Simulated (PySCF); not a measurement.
Run record: geometry optimisation, MoOCl3, `[O]=[Mo]([Cl])([Cl])[Cl]` [radical].

Method: PBE0-D3(BJ)/def2-SVP geometry optimisation, gas phase, def2 core potentials past Kr (PySCF 2.14.0). Start geometry: GFN2-xTB. A driver script takes a list of jobs; this job's settings line and coordinates (Å) are shown.

Input:
```
{"job": {"xc": "PBE0", "basis": "def2-SVP", "d3": "d3bj", "grid": 1, "maxiter": 40, "kind": "geom"}, "charge": 0, "multiplicity": 2}
Mo     0.217130    -0.002880     0.259750
O     -0.077830    -0.020270     1.866100
Cl     2.082160     0.007020    -0.750130
Cl    -1.110050     1.579970    -0.671130
Cl    -1.111410    -1.563850    -0.704590
```

Output:
```
step   0  E = -1523.16315426  max force = 0.074212
step   1  E = -1523.17581264  max force = 0.017715
step   2  E = -1523.17649680  max force = 0.007074
step   3  E = -1523.17656913  max force = 0.001868
step   4  E = -1523.17655018  max force = 0.003060
step   5  E = -1523.17654816  max force = 0.004609
step   6  E = -1523.17657118  max force = 0.003415
step   7  E = -1523.17659547  max force = 0.001815
step   8  E = -1523.17661035  max force = 0.001166
step   9  E = -1523.17662016  max force = 0.000842
... (7 lines left out)
step  17  E = -1523.17666843  max force = 0.000880
step  18  E = -1523.17668138  max force = 0.000953
step  19  E = -1523.17669957  max force = 0.000986
step  20  E = -1523.17672445  max force = 0.000947
step  21  E = -1523.17675864  max force = 0.000869
step  22  E = -1523.17679830  max force = 0.001051
step  23  E = -1523.17682771  max force = 0.001023
step  24  E = -1523.17684692  max force = 0.000802
step  25  E = -1523.17685647  max force = 0.000426
step  26  E = -1523.17685986  max force = 0.000402
optimisation converged
```

Energies in Eh; «max force» is the largest Cartesian gradient component in Eh/bohr.

Problem. At which steps does the energy rise by more than 1e-5 Eh?

Solution. At step 4 (+0.02 mEh).

In short: final energy -1523.17686 Eh after 26 steps; dipole 0.89 D.

Problem. Give the final coordinates.

Solution. 0.171 Å rms from the input after alignment:
```
atom  x, y, z in Å
Mo1    0.0513    0.0947    0.1922
O2    -0.1675   -0.1121    1.8064
Cl3    2.1822   -0.0540   -0.5465
Cl4   -1.1248    1.7870   -0.7376
Cl5   -0.9412   -1.7156   -0.7145
```

Hardware: an x86-64 server with one thread (shared host). Cost: 2.8 min.
Labels such as C1 count atoms from 1, the log's own numbers from 0.

Caution for open-shell metal species: one SCF solution and one stationary point were followed, and a lower state or a bent or distorted shape isn't ruled out.
